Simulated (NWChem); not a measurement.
Species: BeCl2; SMILES [Cl][Be][Cl]

Program: NWChem. The geometry was optimised at PBE-D3(BJ)/def2-SVP. Level PBE/def2-SVPD: single points from the atomic guess with DIIS by default; each run changes one setting, and all converged runs end within 0.3 mHa of each other. cgmin counts macro-iterations, each dearer than a DIIS step.

**Question.** Which setting needs the most SCF iterations, or fails (defaults; no level shifting; no DIIS, 40 % damping; occupation smearing of 0.005 Ha; quadratically convergent solver (cgmin); core-Hamiltonian guess)?

**Answer.** no DIIS, 40 % damping, with 16 against 7 for the defaults.
```csv
setting,SCF iterations
defaults,7
occupation smearing of 0.005 Ha,7
no level shifting,7
"no DIIS, 40 % damping",16
quadratically convergent solver (cgmin),5
core-Hamiltonian guess,11
```
